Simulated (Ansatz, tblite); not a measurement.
Spin states of the cluster Ba₂O₂, each relaxed with PBE0-D4/def2-TZVP in Ansatz. Electronic energies in the gas phase.

In the def2 sets Ba takes a core potential; there is no spin–orbit coupling. The xTB rows come from tblite. Correlated methods freeze 2 core orbitals; core or outer-core shells of Ba are correlated, in sets that lack core-valence functions. In CCSD on the charge 0 triplet the largest single amplitude is 0.38, so its Hartree–Fock determinant may place the open shell otherwise than the density functionals do. The structure comes from a short search, and lower isomers may exist.

Singlet geometry (D2h within 0.1 Å):

```
atom    x (Å)    y (Å)    z (Å)
 Ba1   0.1276  -0.9737   1.4243
 Ba2  -0.1277   0.9733  -1.4245
  O3  -1.3871   0.1776   0.2455
  O4   1.3872  -0.1772  -0.2453
```

Triplet geometry (D2h within 0.1 Å):

```xyz
4

Ba    0.822    0.255    1.761
Ba   -0.821   -0.255   -1.762
O    -0.605   -0.958    0.421
O     0.605    0.958   -0.421
```

Quintet geometry (C2v within 0.1 Å):

```xyz
4

Ba   -0.245    2.200   -0.215
Ba    0.036   -2.198    0.333
O    -0.830    0.006    0.470
O     1.040   -0.007   -0.589
```

⟨S²⟩: triplet 2.02 at PBE0-D4/def2-TZVP (pure 2.00), quintet 6.02 at PBE0-D4/def2-TZVP (pure 6.00).

Run but left out: HF/def2-TZVP, HF/def2-TZVPP, MP2/def2-TZVP, MP2/def2-TZVPP (triplet: a determinant that CCSD turns far, T1 0.072).

Only these spin states were relaxed.

(1) Estimate which spin state lies lowest at each of these levels, and by how much: GFN1-xTB; PBE-D4/def2-TZVP; r2SCAN-D4/def2-TZVP; B97M-V/def2-TZVP; PBE0-D4/def2-TZVP; CAM-B3LYP-D4/def2-TZVP; RPA@PBE/def2-TZVP; CCSD/def2-TZVPP.

Answers

(1) 
```json
{"level": "GFN1-xTB", "triplet − singlet (kcal/mol)": "42.6", "quintet − singlet (kcal/mol)": "123.0", "lowest of these": "singlet", "remarks": "–"}
{"level": "PBE-D4/def2-TZVP", "triplet − singlet (kcal/mol)": "50.5", "quintet − singlet (kcal/mol)": "123.1", "lowest of these": "singlet", "remarks": "–"}
{"level": "r2SCAN-D4/def2-TZVP", "triplet − singlet (kcal/mol)": "50.2", "quintet − singlet (kcal/mol)": "119.4", "lowest of these": "singlet", "remarks": "–"}
{"level": "B97M-V/def2-TZVP", "triplet − singlet (kcal/mol)": "40.7", "quintet − singlet (kcal/mol)": "109.3", "lowest of these": "singlet", "remarks": "–"}
{"level": "PBE0-D4/def2-TZVP", "triplet − singlet (kcal/mol)": "52.2", "quintet − singlet (kcal/mol)": "120.8", "lowest of these": "singlet", "remarks": "–"}
{"level": "CAM-B3LYP-D4/def2-TZVP", "triplet − singlet (kcal/mol)": "54.6", "quintet − singlet (kcal/mol)": "120.5", "lowest of these": "singlet", "remarks": "–"}
{"level": "RPA@PBE/def2-TZVP", "triplet − singlet (kcal/mol)": "39.7", "quintet − singlet (kcal/mol)": "97.7", "lowest of these": "singlet", "remarks": "–"}
{"level": "CCSD/def2-TZVPP", "triplet − singlet (kcal/mol)": "52.4", "quintet − singlet (kcal/mol)": "110.4", "lowest of these": "singlet", "remarks": "large T1 (0.022) (singlet), large T1 (0.072) (triplet)"}
```

Change of the quintet − singlet gap on mixing in exact exchange, in kcal/mol: PBE to PBE0 (25 % exact exchange) -2.3. The xTB methods have no spin-polarisation term.
